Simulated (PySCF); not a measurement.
BaO. Atoms are numbered in the order given.

```xyz
2

Ba     0.0000     0.0000    -0.2449
O      0.0000     0.0000     1.7141
```

The structure is a stationary point at r2SCAN-D4/def2-TZVPD. The def2 effective core potentials stand for the cores of Ba; spin–orbit coupling is left out.

Method: TDA-LC-ωPBE/def2-TZVPD (PySCF).

Vertical excitations; the highest root listed may be one member of a degenerate set.  State labels are in the subgroup C2v.

Computed excitation energies, oscillator strengths and character:
```csv
state,symmetry,energy (eV),λ (nm),f,main pairs
S1,A1,2.91,426,0.019,"HOMO→LUMO 77 %, HOMO→LUMO+3 13 %"
S2,B2,3.89,318,0.005,"HOMO−1→LUMO, HOMO−1→LUMO+3 (degenerate set)"
S3,B1,3.89,318,0.005,"HOMO−2→LUMO, HOMO−2→LUMO+3 (degenerate set)"
S4,A2,4.21,295,0.000,"HOMO→LUMO+5, HOMO→LUMO+13 (degenerate set)"
S5,A1,4.21,295,0.000,"HOMO→LUMO+4, HOMO→LUMO+14 (degenerate set)"
S6,B1,4.29,289,0.000,HOMO→LUMO+1 (degenerate set)
S7,B2,4.29,289,0.000,HOMO→LUMO+2 (degenerate set)
S8,A1,4.87,254,0.049,"HOMO→LUMO+3 62 %, HOMO→LUMO 16 %"
S9,B2,5.25,236,0.008,"HOMO−2→LUMO+5, HOMO−1→LUMO+4, HOMO−2→LUMO+13, HOMO−1→LUMO+14 (degenerate set)"
S10,B1,5.25,236,0.008,"HOMO−1→LUMO+5, HOMO−2→LUMO+4, HOMO−1→LUMO+13, HOMO−2→LUMO+14 (degenerate set)"
T1,A1,2.77,447,0,"HOMO→LUMO 74 %, HOMO→LUMO+3 15 %"
T2,B1,3.79,327,0,"HOMO−2→LUMO, HOMO−2→LUMO+3 (degenerate set)"
T3,B2,3.79,327,0,"HOMO−1→LUMO, HOMO−1→LUMO+3 (degenerate set)"
T4,A2,4.07,305,0,"HOMO→LUMO+5 82 %, HOMO→LUMO+13 18 %"
```
Triplets are in the Tamm–Dancoff approximation.
